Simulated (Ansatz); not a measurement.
Cost and result up the ladder for the cluster Ga7 (7 atoms). The state is a doublet with charge 0. Geometry: PBE-D4/def2-SVP.

Cartesian coordinates in Å:
```
Ga -1.460 1.346 -1.175
Ga 0.212 1.831 0.858
Ga -1.353 -0.083 1.323
Ga 2.041 0.119 0.392
Ga 0.823 0.113 -1.843
Ga -0.888 -1.448 -0.859
Ga 0.625 -1.878 1.303
```

Ansatz on 4 threads of Arm Neoverse V2 on a shared host. Times are rough, and most runs start from the orbitals of an earlier one. PBE0-D4/def2-SVP serves as the yardstick here, not as an exact answer. Binding counts from free atoms at the same level (Ga doublet; other spins of the atoms weren't run), without zero-point energy or a counterpoise term.

Correlated methods freeze 63 core orbitals; core or outer-core shells of Ga are correlated, in sets that lack core-valence functions. The structure comes from a short search, and lower isomers may exist.

Run but left out: HF/STO-3G, MP2/def2-SVP (⟨S²⟩ 1.47 to 6.34, where a pure state has 0.75).

Correlated methods converge slowly with the basis, most of all in double-zeta sets.

| level | functions | binding energy per atom (eV) | difference from PBE0-D4/def2-SVP (eV) |
| --- | --- | --- | --- |
| RPA@PBE/def2-SVP | 224 | 1.59 | -0.40 |
| PBE-D4/def2-SVP | 224 | 2.10 | 0.11 |
| B97M-V/def2-SVP (with forces) | 224 | 1.92 | -0.07 |
| revPBE-D4/def2-SVP | 224 | 1.97 | -0.03 |
| r2SCAN-D4/def2-SVP | 224 | 2.06 | 0.07 |
| PBE0-D4/def2-SVP | 224 | 2.00 | 0.00 |

(1) Estimate how long each takes.

## Answers

(1) revPBE-D4/def2-SVP 11 s; PBE-D4/def2-SVP 11 s; RPA@PBE/def2-SVP 27 s; r2SCAN-D4/def2-SVP 30 s; PBE0-D4/def2-SVP 41 s; B97M-V/def2-SVP (with forces) 52 s. On shared hardware such times vary by a factor of up to 3.
